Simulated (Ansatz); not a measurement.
One change: `C=[C]([AlH2])[GeH3]` becomes `C=[C](S)[GeH3]`.

Ansatz, PBE0-D4/def2-TZVP geometries, multiplicity 1. Each molecule was computed in one conformer, which needn't be the lowest.

Scalar relativity is left out up to krypton.

| property | `C=[C]([AlH2])[GeH3]` |
| --- | --- |
| HOMO–LUMO gap (ωB97M-V/def2-TZVPP) / eV | 9.68 |
| HOMO–LUMO gap (PBE0/def2-TZVPP) / eV | 5.83 |
| HOMO–LUMO gap (PBE/def2-TZVPP) / eV | 3.82 |
| LUMO energy (PBE0/def2-TZVPP) / eV | -1.79 |
| HOMO energy (PBE/def2-TZVPP) / eV | -6.45 |
| HOMO energy (ωB97M-V/def2-TZVPP) / eV | -9.76 |

Q: Give the same properties after the change, and the shifts. (Best estimate.)

A: Ansatz gave: 
```csv
property,`C=[C](S)[GeH3]`,shift
HOMO–LUMO gap (ωB97M-V/def2-TZVPP) / eV,10.41,0.73
HOMO–LUMO gap (PBE0/def2-TZVPP) / eV,6.23,0.40
HOMO–LUMO gap (PBE/def2-TZVPP) / eV,4.21,0.39
LUMO energy (PBE0/def2-TZVPP) / eV,-0.43,1.36
HOMO energy (PBE/def2-TZVPP) / eV,-5.58,0.87
HOMO energy (ωB97M-V/def2-TZVPP) / eV,-8.79,0.97
```

With PBE0 the HOMO rises by 0.96 eV and the LUMO rises by 1.36 eV, so the gap widens by about 0.40 eV. PBE moves the HOMO by 0.87 eV and ωB97M-V by 0.97 eV.
